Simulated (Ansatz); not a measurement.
Calculated with Ansatz (gas phase, PBE0-D4/def2-TZVP geometries, no zero-point term in ΔE). CCSD(T)/CBS is the MP2 limit (def2-TZVPP, def2-QZVPP) plus CCSD(T) − MP2 in def2-TZVPP, frozen cores. This one scheme is used for every species. Each species was taken in one conformer, which may not be the lowest.

`C[SiH2]OB[SiH3]` + `CO[SiH2]S` → `CO[SiH2]S[SiH3]` + `BO[SiH2]C`  (cleavage of the Si–B bond)

```json
{"species": "`C[SiH2]OB[SiH3]`", "HF/def2-SVP energy (Eh)": "-720.30649"}
{"species": "`CO[SiH2]S`", "HF/def2-SVP energy (Eh)": "-802.43798"}
{"species": "`CO[SiH2]S[SiH3]`", "HF/def2-SVP energy (Eh)": "-1092.46682"}
{"species": "`BO[SiH2]C`", "HF/def2-SVP energy (Eh)": "-430.31142"}
```

Problem. Work out ΔE.

Solution. ΔE = (-1092.46682) + (-430.31142) − (-720.30649) − (-802.43798) = -0.03377 Eh = -88.7 kJ/mol. CCSD(T)/CBS gives -93.2 kJ/mol.

Largest T1 diagnostic among the species: 0.013.

At CCSD(T), def2-SVP lies +12.1 kJ/mol from the extrapolated value and def2-TZVPP +4.6 kJ/mol. From BLYP to BHLYP (50 % exact exchange), in def2-TZVPP and without D4, ΔE moves by −12.0 kJ/mol. Leaving LDA and LC-ωPBE aside and taking each functional with its dispersion term where it has one, the values, not all of them listed here, spread over 13.4 kJ/mol, from BHLYP-D4 to PBE-D4.
